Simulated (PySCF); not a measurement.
[TiBr4]- holds Ti(III), d1, at total charge -1. The structure is a model geometry with rigid ligands and bond lengths from ionic radii, not a minimum; coordination tetrahedral, point group Td, metal–donor distances 2.41 Å.

```
5

Ti    0.000    0.000    0.000
Br    1.391    1.391    1.391
Br   -1.391   -1.391    1.391
Br   -1.391    1.391   -1.391
Br    1.391   -1.391   -1.391
```

Method (PySCF 2.14, density fitting): CASSCF(1,5) with orbitals averaged over all microstates of the shell, strongly contracted NEVPT2 on the averaged canonical orbitals; basis x2c-TZVPall on the metal, x2c-SVPall elsewhere; spin-free X2C; gas phase; spin-orbit coupling by state interaction with the mean-field operator over all roots.

(1) What is the ground state?

(2) Where do the spin-allowed transitions within the shell lie?

(3) What ligand-field parameters describe the result?

(4) What magnetic behaviour follows?

Charge-transfer states lie outside this active space and may come lower than some of these levels. The ground state is orbitally degenerate in this regular structure, which would distort (Jahn–Teller), so its moment is that of the undistorted model. NEVPT2 on the d shell alone tends to put d–d bands too high for such charged or covalently bound ions.

The job took 51 s on one thread of Arm Neoverse N1 (shared host), with 176 basis functions and a peak of 0.52 GiB, launched as `OMP_NUM_THREADS=1 python lf_run.py task.json out`.

Answers

(1) 2E (S = 1/2, orbital degeneracy 2), with 1.0 electrons in the lower (e-type) set and 0.0 in the upper (t2-type) set, by NEVPT2.

(2) By NEVPT2: 2T2 at 5526 cm⁻¹. The strongest, at 5526 cm⁻¹, has f = 8.2e-04.

(3) At NEVPT2 level: orbital energies 0, 0, 5526, 5526, 5526 cm⁻¹; 10Dq = 5526 cm⁻¹; spin-orbit coupling on the heavy ligands mixes in, so no single ζ describes it.

(4) The ground state is orbitally degenerate (an E term, whose orbital moment is quenched to first order), so no simple spin Hamiltonian is given. The lowest spin-orbit level is 4-fold; the next lies at 5446.5 cm⁻¹. μeff is 1.78 μB at 300 K and 1.68 μB at 10 K; the spin-only value is 1.73 μB.
